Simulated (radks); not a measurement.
The numbers below are computed, except where a source is named.
The nuclear charge of the bromine ion Br+ is varied continuously with 34 electrons held in [Ar] 3d10 4s2 4p4. Level of theory: non-relativistic Kohn-Sham, PBE, spin-polarised, spherical densities, point nucleus; open shells are filled with parallel spins first (a radial shooting solver on a logarithmic mesh with Libxc functionals). By the Hellmann-Feynman theorem dE/dZ = E(electron-nucleus)/Z, the electronic potential at the nucleus.

Z,E (hartree),E(electron-nucleus)/Z (hartree),HOMO,e(HOMO) (eV),<r> HOMO (bohr)
34,-2401.18352,-168.904,4p,-5.646,2.348
34.5,-2486.45134,-172.165,4p,-10.697,2.142
35,-2573.34669,-175.415,4p,-16.439,1.985
35.5,-2661.86492,-178.657,4p,-22.811,1.860
36,-2752.00244,-181.892,4p,-29.769,1.755

The central difference of E at Z = 35 is -175.414 hartree, to compare with the third column; the second derivative is -6.49 hartree.
